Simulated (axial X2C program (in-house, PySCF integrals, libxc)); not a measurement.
# SrCo: cheaper levels and CCSD(T), with spin–orbit coupling

Calculated with an in-house relativistic program for diatomic molecules. Two-component (2c) means X2C with spin–orbit coupling and atomic mean-field two-electron Coulomb and Gaunt terms. Basis: Sr dyall-cv3z [13s12p8d5f1g], Co dyall-cv3z [9s10p6d3f2g] (cores contracted in-house); Gaussian nuclei, density fitting, unrestricted open shells. Masses: Sr 87.906 u, Co 58.933 u.

State: Ω = 7/2 (⟨Sz⟩ = 1.50, ⟨Lz⟩ = 2.00 at HF); fragments Sr + Co.

| level | Re (Å) | ωe (cm⁻¹) |
| --- | --- | --- |
| PBE0 | 2.920 | 141.0 |
| MP2 | 2.942 | 143.5 |
| CCSD | 3.020 | 133.3 |
| BHandHLYP | 3.033 | 123.8 |

Correlated methods: 11 electrons correlated (number of frozen shells: Sr 4 s, 3 p, 1 d; Co 3 s, 2 p), 315 virtual spin orbitals or spinors in MP2, 90 natural virtuals in coupled cluster.

CCSD(T), same Hamiltonian and basis:

Re = 2.960 Å, ωe = 144.0 cm⁻¹; T1 = 0.045 (Lee–Taylor normalisation).

(1) Give the differences from CCSD(T) in the columns below.

The state is one determinant whose occupation by symmetry is held fixed; it was picked as the lowest of a PBE0 search that is not exhaustive. De is not given where an atomic determinant may have missed its ground term or J level, or where the truncated virtual space spoils (T). Density functionals use the spin component along the axis (collinear). CCSD and (T) use frozen natural virtuals with an MP2 correction for the truncation; (T) itself is uncorrected, so its De runs slightly low. Other states lie close and PBE0, whose exact exchange favours high spin, may order them wrongly; the determinant shown need not be the ground state. The nearest other spin-free determinant of the search, M_S = 1/2, Λ = 2, lies 0.12 eV up at the distance of the search. Without a current term, density functionals place determinants with orbital angular momentum somewhat too high. With several unpaired electrons one determinant need not be a pure state. A state of lower Ω lies just above, and one determinant can place such states too high, so the state shown need not be the lowest. The search has Ω = 1/2 only 0.11 eV up. The outer-core s and p shells of the metal are frozen in the correlated rows, which leaves out core–valence correlation; for alkali and alkaline-earth bonds that tends to lengthen them. The determinant is spin-polarised beyond a pure state at some levels (its spin-free form has ⟨S²⟩ too high), which makes Re and μ there less reliable. The T1 diagnostic is large, a sign of multireference character. With the outer-core shells frozen, correlated bond lengths of heavy atoms tend to come out a few hundredths of an ångström too long.

Results:

(1) 

| level | ΔRe (Å) | Δωe (cm⁻¹) |
| --- | --- | --- |
| PBE0 | -0.040 | -3.0 |
| MP2 | -0.018 | -0.5 |
| CCSD | 0.060 | -10.7 |
| BHandHLYP | 0.073 | -20.2 |
